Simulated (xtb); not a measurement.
HSe, doublet, at a GFN2-xTB geometry of the parent state (the spin is typed, not shown lowest); GFN1-xTB in xtb.

The xtb input:
```
$ xtb mol.xyz --gfn 1 --chrg 0 --uhf 1 --json

# file mol.xyz
2

Se    -0.00000000    -0.00000000    -0.03928507
H      0.00000000     0.00000000     1.33569224
```

Output, abridged:

```
   ID    Z sym.   atoms
    1   34 Se     1
    2    1 H      2

           -------------------------------------------------
          |                Calculation Setup                |
           -------------------------------------------------

           -------------------------------------------------
          |                 G F N 1 - x T B                 |
           -------------------------------------------------

          ...................................................
          :                      SETUP                      :
          :.................................................:
          :  # basis functions                  12          :
          :  # atomic orbitals                  11          :
          :  # shells                            5          :
          :  # electrons                         7          :
          :  # halogen bonds                     0          :
          :  max. iterations                   250          :
          :  Hamiltonian                  GFN1-xTB          :
          :  restarted?                      false          :
          :  GBSA solvation                  false          :
          :  PC potential                    false          :
          :  electronic temp.          300.0000000     K    :
          :  accuracy                    1.0000000          :
          :  -> integral cutoff          0.2500000E+02      :
          :  -> integral neglect         0.1000000E-07      :
          :  -> SCF convergence          0.1000000E-05 Eh   :
          :  -> wf. convergence          0.2000000E-04 e    :
          :  Broyden damping             0.4000000          :
          :  net charge                          0          :
          :  unpaired electrons                  1          :
          ...................................................

 iter      E             dE          RMSdq      gap      omega  full diag
   1     -3.8286864 -0.382869E+01  0.123E+00    6.35       0.0  T
   2     -3.8308426 -0.215619E-02  0.503E-01    6.61       1.0  T
   3     -3.8309947 -0.152064E-03  0.309E-01    6.67       1.0  T
   4     -3.8309964 -0.175329E-05  0.623E-03    6.67      11.3  T
   5     -3.8309965 -0.323997E-07  0.663E-05    6.68    1066.7  T
   6     -3.8309965 -0.444089E-13  0.167E-05    6.68    4222.7  T

   *** convergence criteria satisfied after 6 iterations ***

         :::::::::::::::::::::::::::::::::::::::::::::::::::::
         ::                     SUMMARY                     ::
         :::::::::::::::::::::::::::::::::::::::::::::::::::::
         :: total energy              -3.818753365696 Eh    ::
         :: gradient norm              0.051999134913 Eh/a0 ::
         :: HOMO-LUMO gap              6.675921834305 eV    ::
         ::.................................................::
         :: SCC energy                -3.830996456113 Eh    ::
         :: -> electrostatic           0.000411019812 Eh    ::
         :: repulsion energy           0.012387123642 Eh    ::
         :: dispersion energy         -0.000144033226 Eh    ::
         :: halogen bond corr.         0.000000000000 Eh    ::
         :: add. restraining           0.000000000000 Eh    ::
         :: total charge              -0.000000000000 e     ::
         :::::::::::::::::::::::::::::::::::::::::::::::::::::

           -------------------------------------------------
          |                Property Printout                |
           -------------------------------------------------

    * Orbital Energies and Occupations

         #    Occupation            Energy/Eh            Energy/eV
      -------------------------------------------------------------
         1        2.0000           -0.8493678             -23.1125
         2        2.0000           -0.4901286             -13.3371
         3        1.5000           -0.3761104             -10.2345
         4        1.5000           -0.3761104             -10.2345 (HOMO)
         5                         -0.1307747              -3.5586 (LUMO)
         6                         -0.0753240              -2.0497
         7                         -0.0246753              -0.6714
         8                         -0.0246753              -0.6714
         9                         -0.0246753              -0.6714
        10                         -0.0246753              -0.6714
        11                          0.7314849              19.9047
      -------------------------------------------------------------
                  HL-Gap            0.2453356 Eh            6.6759 eV
             Fermi-level           -0.3147764 Eh           -8.5655 eV

  Mulliken/CM5 charges         n(s)   n(p)   n(d)
     1Se   -0.05774 -0.11974   1.945  4.124 -0.011
     2H     0.05774  0.11974   0.942  0.000  0.000

Wiberg/Mayer (AO) data.
largest (>0.10) Wiberg bond orders for each atom

 ---------------------------------------------------------------------------
     #   Z sym  total        # sym  WBO       # sym  WBO       # sym  WBO
 ---------------------------------------------------------------------------
     1  34 Se   1.002 --     2 H    1.002
     2   1 H    1.002 --     1 Se   1.002
 ---------------------------------------------------------------------------

Topologies differ in total number of bonds
Writing topology from bond orders to xtbtopo.mol

 dipole moment from electron density (au)
     X       Y       Z
  -0.0000  -0.0000   0.1965  total (Debye):    0.499

           -------------------------------------------------
          | TOTAL ENERGY               -3.818753365696 Eh   |
          | GRADIENT NORM               0.051999134913 Eh/α |
          | HOMO-LUMO GAP               6.675921834305 eV   |
           -------------------------------------------------

normal termination of xtb
```
